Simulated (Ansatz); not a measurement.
A search over several starts for the lowest SCF solution of Tl₃⁺ at the given spin, in a small basis.

```yaml
crystal:
  periodic: [false, false, false]
  atoms:
    - {symbol: Tl, position_ang: [-0.009246, 0.000146, -0.016443]}
    - {symbol: Tl, position_ang: [1.692483, 2.067775, -0.921943]}
    - {symbol: Tl, position_ang: [-1.683246, -2.067920, 0.938386]}
basis:
  gaussian: {orbitals: def2-SVP, initial_orbitals: start.molden}
total_charge: 1
magnetization: {spin_polarized: true, initial_magnetization: 4}
hamiltonian: {xc: pbe0, dispersion: d4}
output: {orbitals: {seedname: orbitals}}
```

The file start.molden holds the orbitals of an earlier run on this structure, at another level or in another basis.

```sh
$ ansatz run in.yaml --threads 4 --pin off --events-out ev --progress --plain --max-ram 3916MiB
```

Output, abridged:

```
Functional definition: PBE0
1059 factors; integrals over basis functions are off by at most 2.3e-4 eV
mean field evaluation 1: about -14074.0318 eV, gradient 3.6e0 eV
mean field evaluation 2: about -14074.1343 eV, gradient 1.2e-1 eV
mean field evaluation 4: about -14074.1474 eV, gradient 3.5e-3 eV
mean field evaluation 8: about -14072.9553 eV, gradient 1.0e1 eV
mean field evaluation 16: about -14074.1474 eV, gradient 1.3e-2 eV
mean field -14074.14741382 eV, -517.2153776582 hartree, gradient 6.1e-6 eV, S^2 6.006957; 2 other end points of the search recorded, 0 dependent functions left out
reference -14074.14744687 eV, -517.2153788728 hartree; 33, 29 occupied and 45, 49 virtual orbitals, 1059 factors
Total energy: -14074.24185092 eV, -517.2188481574 hartree
```

Run time 2.3 s (4 threads of Arm Neoverse V1 on a shared host).

In the def2 sets Tl takes a core potential; there is no spin–orbit coupling. At PBE0-D4/def2-TZVP a triplet of charge 1 lies 4.42 eV below the quintet, each at its own geometry. The structure comes from a short search, and lower isomers may exist.
